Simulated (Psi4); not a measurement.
Approach curve of the dimer CH4 ··· C2H3N (SMILES C and CC#N), singlet. Monomers: optimised at B3LYP-D3(BJ) (def2-TZVP), held rigid. Orientation: lowest of the rigid-body minima from ten starts at GFN2-xTB. The monomers approach along the line of their centres of mass (distance R); nothing else relaxes.

Levels: PBE/def2-TZVP, counterpoise-corrected (Psi4); PBE-D3(BJ)/def2-TZVP, counterpoise-corrected (Psi4); SAPT0/jun-cc-pVDZ, frozen core (Psi4).

Interaction energies in kJ/mol; the last columns give the difference from SAPT0:

| R / Å | PBE/def2-TZVP | PBE-D3(BJ)/def2-TZVP | SAPT0/jun-cc-pVDZ | PBE/def2-TZVP − SAPT0/jun-cc-pVDZ | PBE-D3(BJ)/def2-TZVP − SAPT0/jun-cc-pVDZ |
|---|---|---|---|---|---|
| 3.08 | 11.65 | 5.48 | 10.37 | 1.28 | -4.89 |
| 3.30 | 3.15 | -2.13 | 1.94 | 1.21 | -4.07 |
| 3.48 | -0.04 | -4.61 | -1.08 | 1.04 | -3.53 |
| 3.70 | -1.66 | -5.42 | -2.43 | 0.76 | -3.00 |
| 3.87 | -2.05 | -5.24 | -2.61 | 0.56 | -2.63 |
| 4.12 | -2.01 | -4.47 | -2.36 | 0.35 | -2.11 |
| 4.38 | -1.66 | -3.52 | -1.90 | 0.24 | -1.61 |
| 4.69 | -1.20 | -2.51 | -1.40 | 0.20 | -1.11 |
| 5.22 | -0.62 | -1.34 | -0.81 | 0.18 | -0.53 |
| 5.87 | -0.28 | -0.63 | -0.42 | 0.15 | -0.21 |
| 6.92 | -0.09 | -0.22 | -0.17 | 0.08 | -0.06 |
| 8.17 | -0.04 | -0.09 | -0.07 | 0.03 | -0.02 |

PBE/def2-TZVP is furthest from SAPT0/jun-cc-pVDZ at 3.08 (1.28 kJ/mol, above); its mean absolute difference over the points is 0.51 kJ/mol.

PBE-D3(BJ)/def2-TZVP is furthest from SAPT0/jun-cc-pVDZ at 3.08 (-4.89 kJ/mol, below); its mean absolute difference over the points is 1.98 kJ/mol.
